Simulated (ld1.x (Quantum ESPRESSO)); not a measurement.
Configuration tests for palladium (Pd) (RRKJ)

```json
{
 "Element": "Pd",
 "Generator": "ld1.x (Quantum ESPRESSO) 7.5",
 "Type": "norm-conserving RRKJ (Kleinman–Bylander form)",
 "Functional": "PBE",
 "Relativity": "scalar-relativistic",
 "Frozen core": "[Ar] 3d10",
 "Valence charge": "18",
 "Reference configuration": "4s2 4p6 4d10 5s0 5p0",
 "Partial waves": "4s (bound): rc 1.05 bohr; 4d (bound): rc 1.55 bohr; 4p (bound): rc 0.95 bohr",
 "Local potential": "the p channel",
 "Core correction": "none",
 "rho0": "0.001"
}
```

Energies are relative to the spin-unpolarised reference configuration 4s2 4p6 4d10 5s0 5p0; without spin polarisation the order of configurations can differ from experiment.

```tsv
valence configuration	charge	ΔE all-electron (eV)	error AE − PS (meV)
4s2 4p6 4d9 5s0 5p0	+1	9.115	+0.1
4s2 4p6 4d8 5s0 5p0	+2	29.934	+0.1
4s2 4p6 4d7 5s0 5p0	+3	64.293	+4.7
4s2 4p6 4d8 5s1 5p0	+1	13.640	+19
4s2 4p6 4d9 5s1 5p0	0	1.501	+12
```

(1) What are ΔE and the potential's error for 4s2 4p6 4d6 5s0 5p0?

(2) What are ΔE and the potential's error for 4s2 4p6 4d9.5 5s0 5p0?

Levels in the configuration 4s2 4p6 4d7 5s0 5p0:

| level | all-electron (eV) | pseudo (eV) |
| --- | --- | --- |
| 4s | -126.076 | -126.050 |
| 4p | -91.441 | -91.426 |
| 4d | -41.639 | -41.624 |

## Answers

(1) ΔE = 113.639 eV all-electron; the error (AE − PS) is +27 meV.

(2) ΔE = 3.234 eV all-electron; the error (AE − PS) is +0.2 meV.

ld1.x printed “convergence not achieved” for 7 of the counted tests; their residual had stalled under 1e-8, short of the target of 1e-14.
